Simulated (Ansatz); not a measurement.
Reading a saddle point

A first-order saddle point of Si2H7ClO, closed shell, PBE0-D4/def2-TZVP, with one imaginary mode of 764i cm⁻¹:

Si1  (-0.768, 0.930, -0.463)
H2  (0.291, 2.075, -1.182)
O3  (-0.488, -0.651, -0.410)
Si4  (0.331, -1.796, 0.475)
H5  (-1.466, 1.078, -1.766)
H6  (-1.518, 1.646, 0.579)
H7  (0.762, 1.920, -0.437)
Cl8  (1.236, 1.259, 1.093)
H9  (0.125, -1.594, 1.926)
H10  (1.767, -1.780, 0.122)
H11  (-0.272, -3.087, 0.062)
(Å)

Ansatz 0.2.0; basis: def2-TZVPP and def2-QZVPP; cores frozen in the correlated methods. Extrapolation: Hartree–Fock as exp(−7.88 √X), correlation as X^−2.97.

(1) Which contacts change along the imaginary mode, and what lies on either side? (Judge from chemistry; the calculation decides.)

(2) Which side is lower, and how far does the saddle lie above each? (Judge from chemistry; the value comes from the calculation.)

No T1 diagnostic of these runs exceeds 0.013.

Answers

(1) Computed: The step is Si₂H₆O ([SiH3][O][SiH3]) + HCl → Si₂H₅ClO ([SiH3][O][SiH2][Cl]) + H₂, with the molecules in contact on both sides. Shortening one way: Si1–Cl8, H2–H7; lengthening the same way: Si1–H2, H7–Cl8.
```csv
pair,one side (Å),saddle (Å),other side (Å)
Si1–Cl8,3.83,2.56,2.05
H2–H7,2.06,0.89,0.75
Si1–H2,1.49,1.72,3.66
H7–Cl8,1.28,1.73,3.21
```

(2) Computed: The side with Si1–Cl8, H2–H7 short is lower by 20.84 kcal/mol; the saddle lies 54.85 kcal/mol above it and 34.00 kcal/mol above the other (CCSD(T) at an estimated basis limit (MP2 extrapolated from triple and quadruple zeta, plus CCSD(T) − MP2 in triple zeta); electronic energies).

Labels in which every atom is bracketed show which atoms are joined, not bond orders.

For scale, one of the runs: CCSD(T)/def2-TZVPP, 255 basis functions, launched by `ansatz run in.yaml --threads 4 --pin off --events-out ev --progress --plain --max-ram 9574MiB`. Time: 3.1 min of wall clock on 4 CPU threads of an AMD EPYC; the host was shared. Peak host memory: 5.2 GiB.
